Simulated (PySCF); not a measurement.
C5H5GeNO.
Numbering: `[N:1]#[C:2][c:3]1[cH:4][cH:5][c:6]([GeH3:7])[o:8]1` (hydrogens: H9 on C4; H10 on C5; H11, H12, H13 on Ge7)

Method: PBE0-D3(BJ)/def2-SVP geometry optimisation, gas phase (PySCF).

(1) List the bond lengths and angles at this level.

Answers

(1) 
```
                     bond  length (Å)     order
                    N1≡C2       1.160    triple
                    C2–C3       1.416    single
                    C3–C4       1.372  aromatic
                    C4–C5       1.421  aromatic
                    C5–C6       1.374  aromatic
                   C6–Ge7       1.942    single
                    C6–O8       1.353  aromatic
                    C3–O8       1.353  aromatic
                    C4–H9       1.087    single
                   C5–H10       1.088    single
Ge7–H11, Ge7–H12, Ge7–H13       1.535    single
```

Bonds in one row agree within 0.01 Å and their mean is given. Orders are formal, as drawn. A selection of angles:
```
    angle  degrees
 N1–C2–C3    179.0
 C2–C3–C4    131.7
 C2–C3–O8    118.0
 C4–C3–O8    110.3
 C3–C4–C5    105.6
 C4–C5–C6    106.8
C5–C6–Ge7    132.7
 C5–C6–O8    109.4
Ge7–C6–O8    117.9
 C3–O8–C6    107.9
```

The 8 heavy atoms lie in one plane (0.005 Å rms). The C–C distances run from 1.372 Å (C3–C4, aromatic) to 1.421 Å (C4–C5, aromatic), a spread of 0.049 Å. O8 (furan-type oxygen) is bent (angle 107.9°). Ge7 (germanium bonded to C and 3 H) is tetrahedral (angles from 106.4° to 110.8°). The 5-membered ring C3–C4–C5–C6–O8 has internal angles of 105.6° to 110.3° (sum 540°, against 540° for a flat polygon); it is planar, 0.00 Å rms from its mean plane, widest ring torsion 0°.

Point group: Cs (every atom within 0.08 Å of its image). Whether it is a minimum is left open (no frequencies).

The run took about 4 min of CPU time (one thread, shared machine). That covers the optimisation of the geometry.
